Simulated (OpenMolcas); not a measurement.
## Potential curves of GaCl: spin–orbit levels

Calculated with OpenMolcas 26.06: state-averaged CASSCF(8,7) over Ga 4s 4p, Cl 3p, XMS-CASPT2 (IPEA 0.25, imaginary shift 0.2 hartree), scalar X2C, ANO-RCC-VTZP, then RASSI spin–orbit state interaction with atomic mean-field integrals. C2 symmetry about the axis (a holds Σ, Δ, Γ; b holds Π, Φ, H; Σ⁺ and Σ⁻ are not told apart); roots by multiplicity and irrep: 1a 5, 3b 2, 1b 2, 3a 5.

XMS-CASPT2 energies with spin–orbit state interaction in eV from the lowest point. Curves are followed by energy order within each symmetry, so they are adiabatic and may change character at avoided crossings; for Ω = 0 the + and − levels are counted together.

```json
{"R (Å)": "1.923", "(1)Ω=0": "1.171", "(2)Ω=0": "4.243", "(3)Ω=0": "4.244", "(1)Ω=1": "4.278", "(1)Ω=2": "4.315"}
{"R (Å)": "2.035", "(1)Ω=0": "0.573", "(2)Ω=0": "3.682", "(3)Ω=0": "3.683", "(1)Ω=1": "3.718", "(1)Ω=2": "3.755"}
{"R (Å)": "2.135", "(1)Ω=0": "0.266", "(2)Ω=0": "3.461", "(3)Ω=0": "3.461", "(1)Ω=1": "3.497", "(1)Ω=2": "3.534"}
{"R (Å)": "2.236", "(1)Ω=0": "0.087", "(2)Ω=0": "3.429", "(3)Ω=0": "3.429", "(1)Ω=1": "3.465", "(1)Ω=2": "3.502"}
{"R (Å)": "2.348", "(1)Ω=0": "0.000", "(2)Ω=0": "3.534", "(3)Ω=0": "3.535", "(1)Ω=1": "3.571", "(1)Ω=2": "3.608"}
{"R (Å)": "2.460", "(1)Ω=0": "0.032", "(2)Ω=0": "3.709", "(3)Ω=0": "3.711", "(1)Ω=1": "3.746", "(1)Ω=2": "3.783"}
{"R (Å)": "2.616", "(1)Ω=0": "0.238", "(2)Ω=0": "3.991", "(3)Ω=0": "3.993", "(1)Ω=1": "4.026", "(1)Ω=2": "4.064"}
```

The 5 lowest clean curves are shown; the next is (2)Ω=1, from 4.99 eV. Only roots inside an energy window near the equilibrium distance were included, so the list of states is not complete; labels number the states computed. Each spin and symmetry block has orbitals of its own, averaged over its own roots, so gaps between blocks are less sure than gaps within one and near the minimum can be off by tenths of an eV, in bad cases by more. No Rydberg orbitals are active, so Rydberg states, and σ→σ* states whose orbital the CASSCF left unused, can be missing between those listed. CASPT2 splits the two components of degenerate states numerically, here by up to 41 cm⁻¹. Points that failed a check (symmetry, reference weights, a jump) are left out.
